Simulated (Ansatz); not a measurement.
CH₄OSSi, SMILES `OC1[SiH2]S1` at its PBE0-D4/def2-TZVP geometry, where that method's forces vanish. Charge 0, multiplicity 1.

```csv
atom,x (Å),y (Å),z (Å)
O1,-1.2036,1.1504,0.1198
C2,0.0184,0.5499,0.3442
Si3,0.4885,-0.9100,-0.6878
S4,0.0191,-1.0586,1.3415
H5,-1.5158,1.5471,0.9395
H6,0.7883,1.2140,0.7352
H7,-0.4902,-1.3920,-1.6846
H8,1.8951,-1.1008,-1.1079
```

(1) For each bond, give half the difference of the two atoms' forces along it (eV/Å; positive pushes the atoms apart) under PBE-D4, r2SCAN-D4, B3LYP-D4, ωB97M-V in def2-TZVPP. (An estimate is asked.)

## Answers

(1) Computed: 
| bond | length (Å) | PBE-D4 | r2SCAN-D4 | B3LYP-D4 | ωB97M-V |
| --- | --- | --- | --- | --- | --- |
| O1–C2 | 1.380 | 0.25 | 0.23 | 0.31 | 0.40 |
| O1–H5 | 0.963 | 0.40 | 0.01 | -0.05 | -0.13 |
| C2–Si3 | 1.849 | 0.14 | 0.02 | 0.08 | -0.04 |
| C2–S4 | 1.893 | 0.29 | 0.21 | 0.28 | -0.05 |
| C2–H6 | 1.089 | 0.03 | -0.11 | -0.20 | -0.18 |
| Si3–S4 | 2.088 | 0.34 | 0.13 | 0.33 | 0.10 |
| Si3–H7 | 1.478 | 0.02 | -0.03 | -0.13 | -0.14 |
| Si3–H8 | 1.480 | 0.01 | -0.03 | -0.13 | -0.14 |

B3LYP here is the variant with VWN-RPA as its local correlation; programs differ in this.
